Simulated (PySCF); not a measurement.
InFBr₂, SMILES [F][In]([Br])[Br].

Geometry optimised at B3LYP-D3(BJ)/def2-SVP. The structure was generated by enumeration; whether it is a known compound was not checked. The def2 effective core potentials stand for the cores of In; spin–orbit coupling is left out.

The numbers are results of TDA-PBE/def2-SVPD in PySCF 2.14.0, not measurements.

Vertical excitations. The molecule is in vacuum. State labels are in the subgroup C2v.

```tsv
state	symmetry	energy (eV)	λ (nm)	f	main pairs
S1	B2	3.62	342	0.008	HOMO→LUMO 99 %
S2	A2	3.70	335	0.000	HOMO−1→LUMO 100 %
S3	A1	3.80	326	0.017	HOMO−2→LUMO 98 %
S4	B1	3.97	312	0.012	HOMO−3→LUMO 100 %
S5	B2	4.76	261	0.050	HOMO−4→LUMO 80 %
S6	B1	5.04	246	0.012	HOMO−5→LUMO 100 %
S7	A2	5.08	244	0.000	HOMO→LUMO+1 100 %
S8	B1	5.23	237	0.001	HOMO−2→LUMO+1 100 %
S9	B2	5.31	233	0.003	HOMO−1→LUMO+1 67 %, HOMO−6→LUMO 32 %
S10	A1	5.59	222	0.000	HOMO−3→LUMO+1 77 %, HOMO−7→LUMO 21 %
T1	B2	3.29	377	0	HOMO→LUMO 100 %
T2	A2	3.41	364	0	HOMO−1→LUMO 100 %
T3	A1	3.43	362	0	HOMO−2→LUMO 100 %
T4	B1	3.63	342	0	HOMO−3→LUMO 100 %
```
Triplets are in the Tamm–Dancoff approximation.
